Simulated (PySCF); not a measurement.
Species: C5H7F3O.
SMILES with atom numbers: `[F:1][CH2:2][C@@H:3]1[CH2:4][O:5][C@H:6]1[CH:7]([F:8])[F:9]` (hydrogens: H10, H11 on C2; H12 on C3; H13, H14 on C4; H15 on C6; H16 on C7)

Level of theory: PySCF, TDDFT B3LYP/def2-SVPD, vertical, gas phase, core orbitals frozen in the response. The structure is a single GFN2-xTB conformer in the gas phase; no vibrational or solvent corrections. Torsions of this conformer, `[F:1][CH2:2][C@@H:3]1[CH2:4][O:5][C@H:6]1[CH:7]([F:8])[F:9]`: F1–C2–C3–C4 47°, O5–C6–C7–F8 -170°.

Frontier orbitals with the atoms that hold most of them (Löwdin shares over 4%, at most four atoms; ? is withheld):

| orbital | ε (eV) | atoms |
| --- | --- | --- |
| HOMO-3 | -10.08 | F1 31%, F9 13%, C2 10%, F8 8% |
| HOMO-2 | -9.17 | C4 18%, C3 16%, O5 12%, C2 10% |
| HOMO-1 | -9.06 | O5 31%, C3 16%, C6 14%, C2 10% |
| HOMO | -7.66 | ? |
| LUMO | 0.19 | ? |
| LUMO+1 | 0.55 | C4 18%, O5 17%, H14 9%, C6 8% |
| LUMO+2 | 0.75 | C7 17%, H16 16%, F8 13%, H15 10% |

(1) Which atoms hold the LUMO, and with what shares?

(2) Which atoms hold the HOMO, and with what shares?

(3) How does S1 compare with the orbital gap of 7.85 eV?

(4) Give energy, strength and leading configuration of S1, S2 and S6, and follow the Löwdin shares of the leading atoms from the occupied to the empty orbital.

## Answers

(1) C2 (bonded to C, F and 2 H) 17%; H11 (bonded to C) 10%; C3 (bonded to 3 C and H) 9%; H12 (bonded to C) 8%. By element: carbon 26% or more, hydrogen 18% or more.

(2) O5 (bonded to 2 C) 57%; C4 (bonded to C, O and 2 H) 10%; C6 (bonded to 2 C, O and H) 8%; H13 (bonded to C) 5%. By element: oxygen 57%, carbon 18% or more, hydrogen 5% or more.

(3) S1 is at 6.87 eV (f = 0.0019), 0.98 eV below the gap, made of HOMO→LUMO (74%), HOMO→LUMO+1 (22%). Without the coupling terms of the response equations the lowest excitation would equal the gap.

(4) 
- S1 (6.87 eV, f 0.0019), HOMO→LUMO (74%): O5 57% → at most 9%, C4 10% → at most 9%, C2 at most 6% → 17%, H11 at most 6% → 10%
- S2 (7.17 eV, f 0.0089), HOMO→LUMO+1 (75%): O5 57% → 17%, C4 10% → 18%
- S6 (8.29 eV, f 0.0047), HOMO-1→LUMO (74%): O5 31% → at most 9%, C3 16% → 9%, C2 10% → 17%, H11 at most 10% → 10%

Löwdin shares depend on the basis, the more so with diffuse functions.
